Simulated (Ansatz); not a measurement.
ClFHIn (`[F][InH][Cl]`), relaxed with RKS PBE-D4/def2-SVP in the Gaussian-basis code of Ansatz from a rough embedded geometry. The force threshold is 0.03 eV/Å; the program also tests the step.

Total charge 0; spin multiplicity 1. In takes the def2 core potential.

Start:

```xyz
4

F     0.603    0.280    1.596
In    0.293   -0.436   -0.136
Cl    0.099    1.787   -1.454
H    -0.995   -1.632   -0.007
```

(1) By how much does the energy fall, and how many steps does the optimiser take? (Estimate.)

(2) Which bonds change most? (Best estimate.)

(3) Give the relaxed structure. (An estimate is asked.)

## Answers

(1) The calculation gave: 0.85 eV, in 4 steps.

(2) The calculation gave: In2–Cl3 from 2.592 to 2.354 Å; F1–In2 from 1.899 to 1.972 Å; In2–H4 from 1.763 to 1.714 Å.

(3) The calculation gave: 
```xyz
4

F     0.800    0.278    1.727
In   -0.077   -0.183    0.022
Cl    0.148    1.584   -1.517
H    -0.871   -1.680   -0.231
```
